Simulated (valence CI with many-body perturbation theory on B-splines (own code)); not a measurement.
**Questions on Gd LX**

Method: relativistic CI+MBPT: three valence electrons over a frozen Dirac-Fock core [He], a basis of 9 s, 9 p, 8 d, 6 f, 3 g, 1 h functions for each j, with the one-electron correlation potential Σ1 (screened to all orders), the two-electron term Σ2, the three-electron term Σ3, Breit, model QED; selected single and double excitations, second order for the rest, scaled by the run's own slope (own B-spline code, finite nucleus).

No measured spectrum was set against this ion. As an estimate, large intervals hold to a few tenths of a per cent, small ones and those within an open d or f shell to about a per cent.

Levels are named by their leading jj configuration (3d3/2^4 stands for four electrons in 3d with j = 3/2), which in mixed levels can hold well under half, so a name can repeat and another be missing.

Rates and lifetimes use the calculated energies. Strong lines usually hold to 10 to 20 %, long lifetimes can be off by a factor of two.

Question: What is the ground level?

Answer: (2s^2 2p1/2) J=1/2, composition 100 % 2s²2p ²P°, g = 0.629.

Question: What are the static dipole polarisabilities of the lowest levels?

Answer: (2s^2 2p1/2) J=1/2 0.000310 bohr³, of which the core gives 4.30e-07.

Question: How well does LS coupling describe the low levels?

Answer: Among the lowest 20 levels the leading LS term, summed over configurations, holds 76 % on average. For single configurations the figures are 76 % in LS and 99 % in jj coupling. Terms mix most in the J = 3/2 level at 90.43 Ry, where the leading one holds 48 %.

Question: Among levels below 616.97 Ry, which E1 lines absorb most strongly from the ground level?

Answer: to (2s^2 3d3/2) J=3/2 at 0.1559 nm, f = 0.562; to (2s 2p1/2 3p1/2) J=3/2 at 0.1583 nm, f = 0.215; to (2s 2p1/2 3p3/2) J=3/2 at 0.1536 nm, f = 0.166.

Question: What is the ionisation energy?

Answer: 13515 eV; NIST lists 13521 ± 7 eV (theoretical).
